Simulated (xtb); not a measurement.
SiBrI, SMILES Br[Si]I (connectivity only; charge and spin as stated), neutral, multiplicity 1. All values are semi-empirical tight-binding results from xtb (GFN2-xTB unless named), good for trends rather than for accurate numbers. The structure is a stationary point at GFN2-xTB.

- point group as xtb finds it: Cs
- orbital gap: 2.40 eV
- zero-point energy: 1.2 kcal/mol
- G − E(el) at 298.15 K (modified RRHO): -18.4 kcal/mol
- static polarisability (D4 model): 85.0 bohr³
- solvation energy, GFN2-xTB/ALPB(water): -0.8 kcal/mol
- solvation energy, GFN2-xTB/ALPB(ch2cl2): -5.6 kcal/mol
